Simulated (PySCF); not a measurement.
AsH₂, SMILES [AsH2], multiplicity 2. Atoms are numbered in the order given.

```xyz
3

As     0.0000     0.0000     0.0613
H      0.0000    -1.0866    -1.0107
H      0.0000     1.0866    -1.0107
```
Charge 0, spin multiplicity 2.

Geometry optimised at PBE0-D3(BJ)/def2-TZVPD. The isomer is the one that the SMILES or the coordinates give; other isomers of the formula were not compared.

These are ωB97X/def2-TZVPD in PySCF values and carry that method's errors.

Mulliken values depend strongly on the basis, most of all with diffuse functions as here. ESP charges are fitted to the potential on shells at 1.4 to 2.0 van der Waals radii. Atomic charges (e):

| atom | meta-Löwdin | ESP fit | Mulliken spin |
|---|---|---|---|
| As1 | 0.02 | -0.06 | 1.04 |
| H2 | -0.01 | 0.03 | -0.02 |
| H3 | -0.01 | 0.03 | -0.02 |
